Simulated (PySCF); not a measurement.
## Correlation energy of Pd²⁺ (palladium, charge +2)

[Kr] 4d8, high-spin 3F determinant. Calculation: PySCF 2.14, in aug-cc-pVDZ-PP with ECP28MDF; scalar relativity through the core potential. Frozen: 4s2 4p6; 8 electrons correlated.

```csv
level,correlation energy (mhartree)
CCSD,-167.51
(T),-2.22
CCSD(T),-169.73
```

Diagnostics: T1 = 0.0033, D1 = 0.0050, largest double amplitude 0.016.

Cost of the coupled-cluster step: about 5 core-seconds, for 8 correlated electrons.
